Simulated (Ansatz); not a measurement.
C$_{2}$F$_{2}$N (SMILES N#C[C](F)F), doublet (typed; the unrestricted solution is spin-contaminated), geometry from GFN2-xTB; Ansatz (a quantum-chemistry and plane-wave program) with BCCD/6-31G**.

Ansatz was given this input:
Ansatz 0.2 input:
```yaml
crystal:
  periodic: [false, false, false]
  atoms:
    - {symbol: C, position_ang: [0.00264829, -0.06828774, -0.33519194]}
    - {symbol: C, position_ang: [-0.00792577, 0.20437077, 1.00315867]}
    - {symbol: F, position_ang: [1.10369101, -0.18963354, -1.05085347]}
    - {symbol: F, position_ang: [-1.08703009, -0.23997814, -1.05790539]}
    - {symbol: N, position_ang: [-0.01689762, 0.43571527, 2.13871848]}
basis:
  gaussian:
    orbitals: 6-31G__.json
magnetization: {spin_polarized: true, initial_magnetization: 1}
correlation: {method: bccd}
```
The basis file holds 6-31G** in the JSON format of the Basis Set Exchange.

What the program printed (banner, timings and long lists left out):

```
Functional definition: HF
678 factors; integrals over basis functions are off by at most 8.1e-4 eV
mean field evaluation 1: about -8946.4291 eV, gradient 3.3e1 eV
mean field evaluation 2: about -8946.4398 eV, gradient 3.3e1 eV
mean field evaluation 4: about -8951.7295 eV, gradient 4.3e0 eV
mean field evaluation 8: about -8952.0602 eV, gradient 6.0e-1 eV
mean field evaluation 16: about -8952.1097 eV, gradient 9.0e-3 eV
mean field evaluation 32: about -8952.1074 eV, gradient 1.5e-1 eV
mean field evaluation 64: about -8946.9954 eV, gradient 2.9e-1 eV
mean field evaluation 96: about -8943.4609 eV, gradient 5.4e0 eV
mean field -8952.10968656 eV, -328.9839630233 hartree, gradient 1.4e-6 eV, S^2 0.961282; 1 other end points of the search recorded, 0 dependent functions left out
5 core orbitals not correlated
reference -8952.10968656 eV, -328.9839630233 hartree; 14, 13 occupied and 56, 57 virtual orbitals, 678 factors
second order -19.07336111 eV of doubles, -0.00000000 eV of singles
cycle   1  -19.00599194 eV  change    6.7e-2 eV  update   1.3e-1
cycle   2  -19.63492682 eV  change   -6.3e-1 eV  update   5.6e-2
cycle   3  -19.88353834 eV  change   -2.5e-1 eV  update   4.2e-2
cycle   4  -19.87137131 eV  change    1.2e-2 eV  update   2.1e-2
cycle   5  -19.81769862 eV  change    5.4e-2 eV  update   1.1e-2
cycle   6  -19.82021029 eV  change   -2.5e-3 eV  update   4.6e-3
cycle   7  -19.82035425 eV  change   -1.4e-4 eV  update   2.5e-3
cycle   8  -19.81798388 eV  change    2.4e-3 eV  update   1.0e-3
cycle   9  -19.81854317 eV  change   -5.6e-4 eV  update   5.0e-4
cycle  10  -19.81858179 eV  change   -3.9e-5 eV  update   2.7e-4
cycle  11  -19.81840835 eV  change    1.7e-4 eV  update   1.4e-4
cycle  12  -19.81856806 eV  change   -1.6e-4 eV  update   6.3e-5
cycle  13  -19.81850991 eV  change    5.8e-5 eV  update   2.9e-5
cycle  14  -19.81850675 eV  change    3.2e-6 eV  update   1.2e-5
Total energy: -8971.92819331 eV, -329.7122797129 hartree
```
